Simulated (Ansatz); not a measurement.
The molecule MgH-, multiplicity 3 (an upper state: multiplicity 1 came lower at CCSD(T)/def2-TZVPP on PBE0 minima).

Constants: fifth-degree fit in 1/R to seven points, most abundant isotopes. In def2 and cc sets the state is the lowest found near the PBE0 minimum, followed along R.

Programs: Ansatz (Gaussian orbitals). Values without a source in brackets are computed.

| level | r_e (Å) | ω_e (cm⁻¹) | α_e (cm⁻¹) | B_e (cm⁻¹) |
|---|---|---|---|---|
| PBE/def2-TZVPP | 1.793 | 1300 | 0.19 | 5.42 |
| PBE0/def2-TZVPP | 1.783 | 1341 | 0.18 | 5.48 |
| wB97X-V/def2-TZVPP | 1.780 | 1364 | 0.17 | 5.50 |
| CCSD/def2-TZVPP | 1.775 | 1354 | 0.18 | 5.53 |
| CCSD(T)/def2-TZVPP | 1.776 | 1348 | 0.18 | 5.53 |

Correlated levels freeze the inner cores; with def2 sets outer-core shells near the valence are correlated too.

Ansatz is a first-principles code.
